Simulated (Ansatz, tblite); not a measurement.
Spin states of the cluster Li₅H₆, each relaxed with r2SCAN-D4/def2-TZVP in Ansatz. Electronic energies in the gas phase.

The xTB rows come from tblite. LC-ωPBE has ω = 0.4 bohr⁻¹. Correlated methods freeze no core orbitals; core or outer-core shells of Li are correlated, in sets that lack core-valence functions. In the doublet, H7 and H11 lie 0.75 Å apart (atoms count from 1), so H2 has formed as a molecule. In the quartet, H7 and H11 lie 0.75 Å apart, H6 and H8 lie 0.83 Å apart (atoms count from 1), so H2 has formed as a molecule. The structure comes from a short search, and lower isomers may exist.

Doublet geometry:

Cartesian coordinates in Å:
```
Li -0.9709 -0.2809 -1.8492
Li 0.5433 1.5018 -1.0184
Li 0.4443 -0.7479 0.1435
Li 0.0935 1.8071 2.3563
Li -1.6407 0.8689 0.3151
H -1.3206 -0.8761 -0.1564
H 1.0888 -2.3626 1.3428
H -1.2193 1.4703 -1.3739
H 0.3924 1.0109 0.7674
H 0.8485 -0.2128 -1.5541
H 1.7405 -2.1787 1.0269
```

Quartet geometry:

```xyz
11

Li   -0.842    0.454   -0.894
Li    1.267   -0.997   -1.074
Li   -0.323   -1.470    0.785
Li    2.039    0.098    1.496
Li    1.346    1.984   -0.289
H    -0.154    2.066   -1.588
H    -2.088   -1.158    1.808
H     0.364    1.487   -1.888
H     0.631    0.293    0.288
H    -0.601   -1.307   -0.983
H    -1.640   -1.450    2.338
```

⟨S²⟩: doublet 0.75 at PBE0-D4/def2-TZVP (pure 0.75), quartet 3.75 at PBE0-D4/def2-TZVP (pure 3.75).

Only these spin states were relaxed. The quartet has other bonds than the doublet, so the gap mixes isomer and spin.

Task: Estimate which spin state lies lowest at each of these levels, and by how much: GFN1-xTB; HF/def2-TZVPP; PBE-D4/def2-TZVP; r2SCAN-D4/def2-TZVP; PBE0-D4/def2-TZVP; r2SCAN0-D4/def2-TZVP; BHLYP-D4/def2-TZVP; LC-ωPBE/def2-TZVP; PBE-QIDH/def2-TZVP; MP2/def2-TZVPP; CCSD/def2-TZVPP; CCSD(T)/def2-TZVPP.

Result: 
```csv
level,quartet − doublet (kcal/mol),lowest of these
GFN1-xTB,94.8,doublet
HF/def2-TZVPP,62.5,doublet
PBE-D4/def2-TZVP,60.1,doublet
r2SCAN-D4/def2-TZVP,60.7,doublet
PBE0-D4/def2-TZVP,63.3,doublet
r2SCAN0-D4/def2-TZVP,63.2,doublet
BHLYP-D4/def2-TZVP,75.2,doublet
LC-ωPBE/def2-TZVP,70.9,doublet
PBE-QIDH/def2-TZVP,67.1,doublet
MP2/def2-TZVPP,67.8,doublet
CCSD/def2-TZVPP,69.4,doublet
CCSD(T)/def2-TZVPP,68.7,doublet
```

Change of the quartet − doublet gap on mixing in exact exchange, in kcal/mol: PBE to PBE0 (25 % exact exchange) 3.1; r2SCAN to r2SCAN0 (25 % exact exchange) 2.5. The xTB methods have no term that favours high spin, so they put low spin too low.
